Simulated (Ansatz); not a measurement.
Basis sets compared for Te2As⁺. The state is a singlet with charge 1. Geometry PBE0-D4/def2-TZVP. Ansatz on 4 threads of Arm Neoverse V1 on a shared host; times are rough, and most runs start from earlier orbitals.

Cartesian coordinates in Å:
```
As -0.412 0.453 -1.191
Te -0.282 0.956 1.214
Te 0.695 -1.408 -0.023
```

In the def2 sets Te takes a core potential; there is no spin–orbit coupling. The structure comes from a short search, and lower isomers may exist.

```tsv
level	functions	energy (Eh)	HOMO (eV)	LUMO (eV)	wall time
PBE-D4/def2-SVP	84	-2771.0751	-10.48	-9.81	0.7 s
PBE0-D4/def2-SVP	84	-2771.1561	-11.38	-9.29	1.2 s
```

**Question.** Estimate the rows for PBE-D4/def2-TZVP, PBE0-D4/def2-TZVP.

**Answer.** 
| level | functions | energy (Eh) | HOMO (eV) | LUMO (eV) | wall time |
| --- | --- | --- | --- | --- | --- |
| PBE-D4/def2-TZVP | 148 | -2771.3765 | -10.44 | -9.76 | 1.3 s |
| PBE0-D4/def2-TZVP | 148 | -2771.4581 | -11.32 | -9.20 | 2.2 s |
